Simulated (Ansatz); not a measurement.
The first iterations of a band of a periodic cell of 17 atoms, Si16O (host Si, host structure diamond, interstitial O).

Computed with DFT PBEsol, scalar-relativistic, plane waves, PAW (Ansatz). Settings: cutoff 420 eV, k mesh 2x2x2, fermi-dirac smearing 0.05 eV, spin collinear.

```yaml
movable_images: 5
climbing_image: yes
spring: 5.0 eV/Å²
optimiser: quadratic models (default)
start_path: IDPP
force_threshold: 0.05 eV/Å
iteration_limit: 80
end_points: relaxed
```

Image 0:

```xyz
17
Lattice="0.0000 5.4300 5.4300 5.4300 0.0000 5.4300 5.4300 5.4300 0.0000" Properties=species:S:1:pos:R:3
Si 0.026 -0.007 -0.023
Si 1.367 1.335 1.374
Si 2.705 2.711 0.016
Si 4.080 4.084 1.335
Si 2.795 0.280 2.961
Si 4.211 1.619 4.248
Si 5.515 2.820 2.699
Si 6.865 4.153 4.094
Si -0.259 2.582 2.533
Si 1.082 3.994 3.822
Si 2.637 5.354 2.686
Si 3.968 6.706 4.081
Si 2.414 2.705 5.234
Si 4.081 4.377 6.977
Si 5.438 5.445 5.431
Si 6.774 6.778 6.777
O 2.693 4.091 6.109
```

Image 6:

```xyz
17
Lattice="0.0000 5.4300 5.4300 5.4300 0.0000 5.4300 5.4300 5.4300 0.0000" Properties=species:S:1:pos:R:3
Si -0.009 0.017 0.003
Si 1.466 1.275 1.351
Si 2.727 2.705 -0.021
Si 3.994 4.148 1.332
Si 2.802 -0.079 2.739
Si 4.094 1.349 4.075
Si 5.354 2.815 2.719
Si 6.787 4.079 4.086
Si 0.261 2.577 2.901
Si 1.341 4.379 3.884
Si 2.631 5.702 2.468
Si 4.063 6.756 4.052
Si 3.017 2.705 5.613
Si 4.349 3.982 7.033
Si 5.407 5.412 5.447
Si 6.656 7.039 6.601
O 2.733 4.094 4.747
```

| iteration | highest image above the first end (eV) | largest band force component (eV/Å) |
| --- | --- | --- |
| 1 | 1.753 | 3.204 |
| 2 | 1.432 | 1.678 |
| 3 | 1.487 | 2.642 |

**Question.** Does the band converge within its limit, and where does its top end?

**Answer.** It converged. It ended after 9 iterations with the highest image 1.386 eV above the first end. By the program's own check the climbing image is of a kind that is not told: the force calls were inconclusive, a negative curvature could not be distinguished from the path's own, the only one lies far off the path, or fixed occupations may fill a level only in part (lowest curvatures found: -14.93 and 0.01 eV/Å²). Limits of this set-up: coarse k mesh, a small cell, in which the defect meets its images, a typed lattice constant that wasn't relaxed here.

The run took 3.8 min on 2 threads of Intel(R) Xeon(R) 6975P-C (Granite Rapids) (shared host), peak memory 1.6 GiB.
